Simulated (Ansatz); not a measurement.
Gas-phase electronic energies from Ansatz, PBE0-D4/def2-TZVP geometries. CCSD(T)/CBS is the MP2 limit (def2-TZVPP, def2-QZVPP) plus CCSD(T) − MP2 in def2-TZVPP, frozen cores. DFT in def2-TZVPP. def2 core potentials past Kr. For In outer-core shells are correlated without core-valence functions, which leaves a few kJ/mol of doubt a bond. Each species was taken in one conformer, which may not be the lowest.

Consider the redistribution: `[CH3][Al]([SiH3])[O][SiH3]` + `[Cl][InH][Cl]` → `[CH3][AlH][SiH3]` + `[SiH3][O][In]([Cl])[Cl]`.

**Question.** Is it downhill or uphill in electronic energy at CCSD(T)/CBS, and by how much? (Estimate.)

**Answer.** The calculation gave: Uphill: ΔE = +1.42 eV.

**Question.** What do these levels give: PBE-D4, revPBE-D4, BLYP-D4, r2SCAN, BHLYP, CAM-B3LYP, LC-ωPBE, RPA@PBE/def2-TZVPP, CCSD(T)/def2-SVP, MP2/def2-TZVPP, CCSD(T)/def2-TZVPP, HF/def2-QZVPP? (Best estimate.)

**Answer.** Ansatz gave: PBE-D4 1.47, revPBE-D4 1.45, BLYP-D4 1.51, r2SCAN 1.54, BHLYP 1.58, CAM-B3LYP 1.57, LC-ωPBE 1.49, RPA@PBE/def2-TZVPP 1.41, CCSD(T)/def2-SVP 1.38, MP2/def2-TZVPP 1.47, CCSD(T)/def2-TZVPP 1.47, HF/def2-QZVPP 1.52 eV.

Largest T1 diagnostic among the species: 0.014.

Leaving LDA and LC-ωPBE aside and taking each functional with its dispersion term where it has one, the values, not all of them listed here, spread over 0.13 eV, from revPBE-D4 to r2SCAN0-D4. LDA lies +0.12 eV from PBE without D4. In def2-TZVPP, CCSD(T) changes the Hartree–Fock value by −0.06 eV (the triples alone add −0.03 eV) and MP2 by −0.05 eV. From PBE to PBE0 (25 % exact exchange), in def2-TZVPP and without D4, ΔE moves by +0.04 eV.
